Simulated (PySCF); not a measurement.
B(Cl)2(SiH3) (BCl2H3Si), SMILES ClB([SiH3])Cl.

The structure is a stationary point at ωB97X-D3(BJ)/def2-SVP.

Method: ωB97X-D3(BJ)/def2-SVP run with PySCF.

Frequencies are harmonic and unscaled.

Computed normal modes with their intensities:
```json
[
 {"mode": "1", "ν (cm⁻¹)": "14", "IR (km/mol)": "0.1", "Raman (Å⁴/amu)": "0.1", "depolarisation": "0.75", "moving atoms (share of kinetic energy)": "H 95 %"},
 {"mode": "2", "ν (cm⁻¹)": "145", "IR (km/mol)": "0.6", "Raman (Å⁴/amu)": "0.6", "depolarisation": "0.74", "moving atoms (share of kinetic energy)": "Cl 55 %, Si 23 %, H 16 %"},
 {"mode": "3", "ν (cm⁻¹)": "244", "IR (km/mol)": "5.1", "Raman (Å⁴/amu)": "2.7", "depolarisation": "0.71", "moving atoms (share of kinetic energy)": "Cl 61 %, Si 32 %"},
 {"mode": "4", "ν (cm⁻¹)": "301", "IR (km/mol)": "11.0", "Raman (Å⁴/amu)": "2.0", "depolarisation": "0.75", "moving atoms (share of kinetic energy)": "B 57 %, H 36 %"},
 {"mode": "5", "ν (cm⁻¹)": "421", "IR (km/mol)": "5.1", "Raman (Å⁴/amu)": "8.4", "depolarisation": "0.09", "moving atoms (share of kinetic energy)": "Cl 66 %, Si 29 %"},
 {"mode": "6", "ν (cm⁻¹)": "575", "IR (km/mol)": "50.9", "Raman (Å⁴/amu)": "9.0", "depolarisation": "0.72", "moving atoms (share of kinetic energy)": "H 81 %, Si 13 %"},
 {"mode": "7", "ν (cm⁻¹)": "608", "IR (km/mol)": "15.8", "Raman (Å⁴/amu)": "2.7", "depolarisation": "0.75", "moving atoms (share of kinetic energy)": "H 57 %, B 32 %, Si 10 %"},
 {"mode": "8", "ν (cm⁻¹)": "885", "IR (km/mol)": "299.5", "Raman (Å⁴/amu)": "9.9", "depolarisation": "0.64", "moving atoms (share of kinetic energy)": "H 74 %, B 21 %"},
 {"mode": "9", "ν (cm⁻¹)": "941", "IR (km/mol)": "8.2", "Raman (Å⁴/amu)": "18.8", "depolarisation": "0.75", "moving atoms (share of kinetic energy)": "H 78 %, B 16 %"},
 {"mode": "10", "ν (cm⁻¹)": "956", "IR (km/mol)": "42.3", "Raman (Å⁴/amu)": "25.5", "depolarisation": "0.75", "moving atoms (share of kinetic energy)": "H 97 %"},
 {"mode": "11", "ν (cm⁻¹)": "976", "IR (km/mol)": "87.1", "Raman (Å⁴/amu)": "4.5", "depolarisation": "0.75", "moving atoms (share of kinetic energy)": "B 63 %, H 21 %, Cl 8 %, Si 8 %"},
 {"mode": "12", "ν (cm⁻¹)": "985", "IR (km/mol)": "215.4", "Raman (Å⁴/amu)": "1.7", "depolarisation": "0.72", "moving atoms (share of kinetic energy)": "B 68 %, H 18 %, Cl 10 %"},
 {"mode": "13", "ν (cm⁻¹)": "2249", "IR (km/mol)": "66.6", "Raman (Å⁴/amu)": "178.5", "depolarisation": "0.12", "moving atoms (share of kinetic energy)": "H 98 %"},
 {"mode": "14", "ν (cm⁻¹)": "2253", "IR (km/mol)": "84.8", "Raman (Å⁴/amu)": "130.8", "depolarisation": "0.32", "moving atoms (share of kinetic energy)": "H 97 %"},
 {"mode": "15", "ν (cm⁻¹)": "2264", "IR (km/mol)": "101.0", "Raman (Å⁴/amu)": "112.4", "depolarisation": "0.40", "moving atoms (share of kinetic energy)": "H 96 %"}
]
```
